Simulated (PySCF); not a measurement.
B(Cl)(SMe)2 (C2H6BClS2), SMILES CSB(SC)Cl.

Geometry: B3LYP-D3(BJ)/def2-SVP. Other conformers were not sampled.

Method: PySCF with M06-2X/def2-TZVP.

Symmetry labels are those of the subgroup Cs that the program uses (full group Cs).

Computed valence orbital energies around the gap with their symmetry:
```
orbital  symmetry  energy (eV)
-------  --------  -----------
HOMO−7         A'       -12.49
HOMO−6         A'       -12.16
HOMO−5         A"       -11.38
HOMO−4         A'       -10.66
HOMO−3         A'       -10.45
HOMO−2         A'        -9.61
HOMO−1         A"        -9.16
HOMO           A"        -8.18
LUMO           A"         0.08
LUMO+1         A'         0.99
LUMO+2         A'         1.35
LUMO+3         A'         1.98
```
